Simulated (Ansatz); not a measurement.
AlFH3Sb (`[F][SbH][AlH2]`), relaxed with RKS PBE-D4/def2-SVP in Ansatz from a rough embedded geometry. The force threshold is 0.03 eV/Å; the program also tests the step.

Charge 0, multiplicity 1. Sb takes the def2 core potential.

Start:

```xyz
6

F    -0.122    2.320   -0.465
Sb    1.150    0.853   -0.776
Al   -0.601   -0.966    0.005
H     1.833    0.869    0.797
H    -0.109   -2.483    0.262
H    -2.150   -0.592    0.177
```

**Question.** How much energy does the relaxation release, and in how many steps? (Estimate.)

**Answer.** Ansatz gave: 2.95 kJ/mol, in 6 steps, 1 of them rejected.

**Question.** Which bonds change most? (An estimate is asked.)

**Answer.** Ansatz gave: Sb2–Al3 from 2.643 to 2.689 Å; Sb2–H4 from 1.714 to 1.756 Å; F1–Sb2 from 1.967 to 1.985 Å; Al3–H5 from 1.615 to 1.606 Å.

**Question.** Give the relaxed structure. (An estimate is asked.)

**Answer.** Computed: 
```xyz
6

F    -0.129    2.348   -0.517
Sb    1.181    0.887   -0.820
Al   -0.580   -0.973    0.001
H     1.721    0.780    0.847
H    -0.085   -2.482    0.243
H    -2.108   -0.560    0.245
```
